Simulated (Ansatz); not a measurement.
Two spin states of BeS+, each at its own minimum; 2S+1 = 2, 4 were tried, and our sources give no spin for the ground state.

Each state is the lowest solution found for its spin in def2 and cc sets.

Correlated levels freeze the inner cores; with def2 sets outer-core shells near the valence are correlated too.

The values were computed with Ansatz (Gaussian orbitals). 

```tsv
level	energy of the multiplicity-4 state above the multiplicity-2 state (kcal/mol)
PBE/def2-TZVPP	36.94
PBE0/def2-TZVPP	34.56
wB97X-V/def2-TZVPP	37.80
CCSD/def2-TZVPP	30.01
CCSD(T)/def2-TZVPP	___
```

Problem. What belongs in the gaps?

Solution. 
- CCSD(T)/def2-TZVPP, energy of the multiplicity-4 state above the multiplicity-2 state (kcal/mol): 31.84

Ansatz is a program for electronic structure.
